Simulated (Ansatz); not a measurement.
In₂N₃⁻, relaxed as a triplet with UKS PBE0-D4/def2-SVPD in Ansatz, starting from the PBE0-D4/def2-SVPD geometry of the charge -1 singlet. Force threshold 0.02 eV/Å.

In the def2 sets In takes a core potential; there is no spin–orbit coupling. The charge -1 triplet is spin-contaminated (final ⟨S²⟩ up to 2.66, 2.00 for a pure state). The relaxation made no stability test and no search for a lower SCF solution. At PBE0-D4/def2-SVPD a quintet of charge -1 lies 0.62 eV below the triplet, each at its own geometry. The structure comes from a short search, and lower isomers may exist.

Start:

```xyz
5

In   -0.349   -0.413    1.488
In    0.129    1.443   -2.689
N     0.906   -0.434   -1.390
N    -0.847   -0.785    3.283
N     0.161    0.189   -0.691
```

| step | energy (eV) | largest force component (eV/Å) | SCF passes |
| --- | --- | --- | --- |
| 1 | -14805.5583 | 3.419 | 86 |
| 2 | -14806.0615 | 1.348 | 46 |
| 3 | -14806.3208 | 1.855 | 66 |
| 4 | -14806.4906 | 0.815 | 102 |
| 5 | -14806.5751 | 0.497 | 131 |
| 6 | -14806.6371 | 0.299 | 103 |
| 7 | -14806.6779 | 0.344 | 69 |
| 8 | -14806.7161 | 0.110 | 58 |
| 9 | -14806.7328 | 0.145 | 159 |
| 10 | -14806.7368 | 0.816 | 88 |
| 11 | -14806.7413 | 0.248 | 65 |
| 13 | -14806.7431 | 0.756 | 70 |
| 15 | -14806.7652 | 0.163 | 70 |
| 17 | -14806.7704 | 0.735 | 65 |
| 19 | -14806.7952 | 0.921 | 64 |
| 21 | -14806.8495 | 1.233 | 57 |
| 23 | -14806.8919 | 0.813 | 56 |
| 25 (rejected) | -14806.8588 | 2.511 | 58 |
| 27 | -14806.9224 | 0.223 | 46 |
| 29 | -14806.9235 | 0.104 | 43 |
| 31 | -14806.9242 | 0.025 | 45 |
| 32 | -14806.9243 | 0.019 | 45 |

Force components are those of the run's own axes.

End:

```xyz
5

In   -0.289   -1.849    1.899
In    0.584    1.621   -3.289
N     0.204    0.353   -1.122
N    -0.560    0.128    2.699
N     0.061   -0.252   -0.188
```

Bonds lost: In2–N5 (atoms count from 1).

The force fell under the threshold at step 28, but the optimiser went on. No frequencies were taken in this run, so the end may be a saddle point.

Hardware: 4 threads of Arm Neoverse V1 on a shared host. Wall time 2.5 min, peak host memory 0.7 GiB.
